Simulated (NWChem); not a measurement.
Everything below was run with NWChem. System: Se, charge 0, spin multiplicity 3. Its SCF solution wasn't tested for a lower state. Level: UMP2/def2-TZVPD, 9 core orbitals frozen.

Part of the output:

```
             Northwest Computational Chemistry Package (NWChem) 7.3.0
             --------------------------------------------------------

                                NWChem Input Module
                                -------------------

 Scaling coordinates for geometry "geometry" by  1.889725989
 (inverse scale =  0.529177249)

                             Geometry "geometry" -> ""
                             -------------------------

 Output coordinates in angstroms (scale by  1.889725989 to convert to a.u.)

  No.       Tag          Charge          X              Y              Z
 ---- ---------------- ---------- -------------- -------------- --------------
    1 Se                  34.0000     0.00000000     0.00000000     0.00000000

 Effective nuclear repulsion energy (a.u.)       0.0000000000

            Nuclear Dipole moment (a.u.)
            ----------------------------
        X                 Y               Z
 ---------------- ---------------- ----------------
     0.0000000000     0.0000000000     0.0000000000

      Symmetry information
      --------------------

 Group name             D2h
 Group number             26
 Group order               8
 No. of unique centers     1

      Symmetry unique atoms

     1


 Summary of "ao basis" -> "" (spherical)
 ------------------------------------------------------------------------------
       Tag                 Description            Shells   Functions and Types
 ---------------- ------------------------------  ------  ---------------------
 *                         def2-tzvpd                 on all atoms

 Summary of "ao basis" -> "ao basis" (spherical)
 ------------------------------------------------------------------------------
       Tag                 Description            Shells   Functions and Types
 ---------------- ------------------------------  ------  ---------------------
 Se                        def2-tzvpd               19       57   7s6p5d1f

                                 NWChem SCF Module
                                 -----------------

  ao basis        = "ao basis"
  functions       =    57
  atoms           =     1
  alpha electrons =    18
  beta  electrons =    16
  charge          =   0.00
  wavefunction    = UHF
  use symmetry    = T
  symmetry adapt  = T

 Summary of "ao basis" -> "ao basis" (spherical)
 ------------------------------------------------------------------------------
       Tag                 Description            Shells   Functions and Types
 ---------------- ------------------------------  ------  ---------------------
 Se                        def2-tzvpd               19       57   7s6p5d1f

      Symmetry analysis of basis
      --------------------------

        ag         17
        au          1
        b1g         5
        b1u         8
        b2g         5
        b2u         8
        b3g         5
        b3u         8

 Forming initial guess at       0.1s

   Symmetry analysis of molecular orbitals - initial alpha
   -------------------------------------------------------

  Numbering of irreducible representations:

     1 ag          2 au          3 b1g         4 b1u         5 b2g
     6 b2u         7 b3g         8 b3u

  Orbital symmetries:

     1 ag          2 ag          3 b3u         4 b1u         5 b2u
     6 ag          7 b3u         8 b1u         9 b2u        10 b2g
    11 ag         12 b3g        13 b1g        14 ag         15 ag
    16 b3u        17 b1u        18 b2u        19 ag         20 b3u
    21 b1u        22 b2u        23 b2g        24 ag         25 b3g
    26 b1g        27 ag         28 b1u

   Symmetry analysis of molecular orbitals - initial beta
   ------------------------------------------------------

  Numbering of irreducible representations:

     1 ag          2 au          3 b1g         4 b1u         5 b2g
     6 b2u         7 b3g         8 b3u

  Orbital symmetries:

     1 ag          2 ag          3 b3u         4 b1u         5 b2u
     6 ag          7 b3u         8 b1u         9 b2u        10 b2g
    11 ag         12 b3g        13 b1g        14 ag         15 ag
    16 b2u        17 b3u        18 b1u        19 ag         20 b2u
    21 b3u        22 b1u        23 b3g        24 b1g        25 ag
[...]
              MO Center=  1.3D-16,  2.9D-18, -5.1D-17, r^2= 4.4D+00
   Bfn.  Coefficient  Atom+Function         Bfn.  Coefficient  Atom+Function
  ----- ------------  ---------------      ----- ------------  ---------------
    23      0.379245  1 Se px                17      0.356517  1 Se px
    20      0.352287  1 Se px                11     -0.238819  1 Se px
    14      0.191847  1 Se px

 Vector   19  Occ=0.000000D+00  E= 7.706530D-02  Symmetry=b2u
              MO Center= -1.4D-20,  5.8D-20,  3.7D-19, r^2= 1.7D+01
   Bfn.  Coefficient  Atom+Function         Bfn.  Coefficient  Atom+Function
  ----- ------------  ---------------      ----- ------------  ---------------
    24      1.265632  1 Se py                21     -0.577834  1 Se py

 center of mass
 --------------
 x =   0.00000000 y =   0.00000000 z =   0.00000000

 moments of inertia (a.u.)
 ------------------
           0.000000000000           0.000000000000           0.000000000000
           0.000000000000           0.000000000000           0.000000000000
           0.000000000000           0.000000000000           0.000000000000

  Mulliken analysis of the total density
  --------------------------------------

    Atom       Charge   Shell Charges
 -----------   ------   -------------------------------------------------------
    1 Se  34    34.00   2.00  2.00  1.17  0.77  1.04  0.99  0.02  6.00  5.93  0.90  2.13  1.03  0.02  8.97  1.04 -0.02  0.02 -0.00  0.00

  Mulliken analysis of the alpha density
  --------------------------------------

    Atom       Charge   Shell Charges
 -----------   ------   -------------------------------------------------------
    1 Se  34    18.00   1.00  1.00  0.58  0.39  0.52  0.50  0.00  3.00  2.97  0.65  1.64  0.73  0.01  4.47  0.52 -0.00  0.01 -0.00  0.00

   Mulliken analysis of the beta density
   -------------------------------------

    Atom       Charge   Shell Charges
 -----------   ------   -------------------------------------------------------
    1 Se  34    16.00   1.00  1.00  0.58  0.39  0.52  0.49  0.02  3.00  2.96  0.25  0.49  0.30  0.01  4.49  0.52 -0.01  0.01 -0.00  0.00

   Mulliken analysis of the spin density
   -------------------------------------

    Atom       Charge   Shell Charges
 -----------   ------   -------------------------------------------------------
    1 Se  34     2.00  -0.00  0.00  0.00 -0.00  0.00  0.02 -0.01  0.00  0.01  0.41  1.15  0.43 -0.00 -0.02  0.01  0.01 -0.00 -0.00  0.00

       Multipole analysis of the density wrt the origin
       ------------------------------------------------

     L   x y z        total         alpha         beta         nuclear
     -   - - -        -----         -----         ----         -------
     0   0 0 0     -0.000000    -18.000000    -16.000000     34.000000

     1   1 0 0     -0.000000      0.000000     -0.000000      0.000000
     1   0 1 0     -0.000000     -0.000000     -0.000000      0.000000
     1   0 0 1     -0.000000     -0.000000      0.000000      0.000000

     2   2 0 0    -12.827336     -8.852991     -3.974345      0.000000
     2   1 1 0      0.000000      0.000000      0.000000      0.000000
     2   1 0 1     -0.000000      0.000000     -0.000000      0.000000
     2   0 2 0    -15.562598     -8.666792     -6.895805      0.000000
     2   0 1 1     -0.000000     -0.000000     -0.000000      0.000000
     2   0 0 2    -12.827336     -8.852991     -3.974345      0.000000

                   NWChem MP2 Semi-direct Energy/Gradient Module
                   ---------------------------------------------

  Basis functions       =     57
  Molecular orbitals    =     57
  Frozen core           =      9
  Frozen virtuals       =      0
  Active alpha occupied =      9
  Active beta occupied  =      7
  Active alpha virtual  =     39
  Active beta virtual   =     41
  Use MO symmetry       = T
  Use skeleton AO sym   = T

  AO/Fock/Back tols     =   1.0D-09  1.0D-09  1.0D-09

 GA uses MA = F    GA memory limited = T

 Available:
  local mem=  1.26D+08
 global mem=  1.44D+08
 local disk=  0.00D+00
  mp2_memr nvloc                    39
  nvloc new                    39
   1 passes of   9:        3145728                      24170                   1978317.
   1 passes of   9: M    126151945           G      144172702           F     123006217.

 Semi-direct pass number   1 of   1  for UHF alpha       at        1.5s
  vrange nnbf                  1653
  mp2_eaftype                    10  avail_ma_in_mb                  1099
 EAF : mp2_eaftype filesize          10     989159.
  mp2_eaf for mointskh                     10
Node 0 wrote      4.6 Mb in      0.0 s     Agg I/O rate:   480.3 Mb/s
 Done moints_semi at        4.4s
  mp2_eaftype                    10  avail_ma_in_mb                  1089
 EAF : mp2_eaftype filesize          10     989159.
  mp2_eaf for kh                    10
 Done maket at        4.5s
 Done multipass loop at        4.5s

 GA uses MA = F    GA memory limited = T

 Available:
  local mem=  1.26D+08
 global mem=  1.44D+08
 local disk=  0.00D+00
  mp2_memr nvloc                    41
  nvloc new                    41
   1 passes of   7:        3145728                      20972                   1618624.
   1 passes of   7: M    126151945           G      144172702           F     123006217.

 Semi-direct pass number   1 of   1  for UHF beta        at        4.5s
  vrange nnbf                  1653
  mp2_eaftype                    10  avail_ma_in_mb                  1099
 EAF : mp2_eaftype filesize          10     809312.
  mp2_eaf for mointskh                     10
Node 0 wrote      3.8 Mb in      0.0 s     Agg I/O rate:   779.9 Mb/s
 Done moints_semi at        6.2s
  mp2_eaftype                    10  avail_ma_in_mb                  1089
 EAF : mp2_eaftype filesize          10     809312.
  mp2_eaf for kh                    10
 Done maket at        6.3s
 Done multipass loop at        6.3s

          -------------------------------------------
          SCF energy               -2399.827602624682
          Correlation energy          -0.214480436531
          Singlet pairs                0.000000000000
          Triplet pairs                0.000000000000
          Total MP2 energy         -2400.042083061212
          -------------------------------------------

          ---------------------------------------------------
                    Spin Component Scaled (SCS) MP2
          Same spin pairs                     -0.066874384129
          Same spin scaling factor             0.333333333333
          Opposite spin pairs                 -0.147606052402
          Opposite spin scaling fact.          1.200000000000
          SCS-MP2 correlation energy          -0.199418724258
          Total SCS-MP2 energy             -2400.027021348940
          ---------------------------------------------------

 -----------------------
 Performance information
 -----------------------

 Timer overhead =  2.05D-07 seconds/call

               Nr. of calls         CPU time (s)                 Wall time (s)                GFlops
             ---------------    -------------------     ------------------------------   -------------------
Name         Min   Avg   Max    Min     Avg     Max     Min     Avg     Max   Mx/calls   Min     Max     Sum
mp2: moin     2     2     2    4.6     4.6     4.6      4.6     4.6     4.6     2.3      0.0     0.0     0.0
mp2: make     2     2     2   7.21E-2 7.21E-2 7.21E-2  7.21E-2 7.21E-2 7.21E-2 3.60E-2   0.0     0.0     0.0
mp2: tota     1     1     1    4.8     4.8     4.8      4.8     4.8     4.8     4.8      0.0     0.0     0.0

 The average no. of pstat calls per process was 5.00D+00
 with a timing overhead of 1.02D-06s

 Task  times  cpu:        6.2s     wall:        6.2s

 Total times  cpu:        6.3s     wall:        6.3s
```

### Question
Write an NWChem input that would produce this output.

### Answer
One answer among several that fit: 
```
start mol
memory heap 200 mb stack 900 mb global 1100 mb
geometry units angstroms nocenter noautoz
  Se     0.000000     0.000000     0.000000
  symmetry group D2h
end
basis spherical
  * library def2-tzvpd
end
scf
  uhf
  nopen 2
  maxiter 100
  thresh 1e-7
  semidirect memsize 60000000 filesize 0
  # guess.movecs holds the orbitals of an unrestricted PBE0 run
  vectors input guess.movecs output mol.movecs
end
mp2
  freeze core 9
end
task mp2 energy
```
